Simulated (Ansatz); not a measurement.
Reaction (cleavage of the Si–Si bond): `O[SiH2][SiH2]Cl` + `N[SiH3]` → `[SiH3]N[SiH2]Cl` + silanol

Program: Ansatz. Geometries: PBE0-D4/def2-TZVP. ΔE: electronic, gas phase. CCSD(T)/CBS is the MP2 limit (def2-TZVPP, def2-QZVPP) plus CCSD(T) − MP2 in def2-TZVPP, frozen cores. This one scheme is used for every species. One conformer a species, not always the lowest.

```
          species  CCSD(T)/CBS(def2) energy (Eh)
`O[SiH2][SiH2]Cl`                    -1116.20195
        `N[SiH3]`                     -346.80422
`[SiH3]N[SiH2]Cl`                    -1096.34659
        `O[SiH3]`                     -366.69042
```

**Question.** Work out ΔE.

**Answer.** ΔE = (-1096.34659) + (-366.69042) − (-1116.20195) − (-346.80422) = -0.03084 Eh = -81.0 kJ/mol.

Largest T1 diagnostic among the species: 0.011.

Leaving LDA and LC-ωPBE aside and taking each functional with its dispersion term where it has one, the values, not all of them listed here, spread over 26.2 kJ/mol, from BHLYP-D4 to PBE-D4. LDA lies −4.8 kJ/mol from PBE without D4. In def2-TZVPP, CCSD(T) changes the Hartree–Fock value by +11.2 kJ/mol (the triples alone add +1.3 kJ/mol) and MP2 by +3.5 kJ/mol. From PBE to PBE0 (25 % exact exchange), in def2-TZVPP and without D4, ΔE moves by −7.3 kJ/mol.
